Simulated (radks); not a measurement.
Spin polarisation of the 4p1 shell in Se3+. Start: [Ar] 3d10 4s2 4p(up 0.5, down 0.5); electrons of 4p are moved from spin down to spin up, other shells keep equal spins. All-electron calculation, non-relativistic Kohn-Sham, PBE, spin-polarised, spherical densities, point nucleus. Program: a radial shooting solver on a logarithmic mesh with Libxc functionals.

| moment (Bohr magnetons) | E - E(0) (eV) | e(4p up) (eV) | e(4p down) (eV) | 4s down minus up (eV) | 3d down minus up (eV) | 3p down minus up (eV) |
|---|---|---|---|---|---|---|
| 0 | 0.000 | -36.349 | -36.349 | 0.000 | 0.000 | 0.000 |
| 0.25 | -0.021 | -36.513 | -36.178 | 0.330 | 0.041 | 0.029 |
| 0.5 | -0.084 | -36.668 | -35.997 | 0.660 | 0.082 | 0.059 |
| 0.75 | -0.189 | -36.816 | -35.809 | 0.992 | 0.123 | 0.088 |
| 1 | -0.336 | -36.956 | -35.611 | 1.324 | 0.165 | 0.118 |

At moment 1 the spin-polarisation energy is -0.336 eV and the 4p exchange splitting 1.345 eV, that is 1.345 eV per Bohr magneton; E = -I m^2/4 would give I = 1.342 eV.
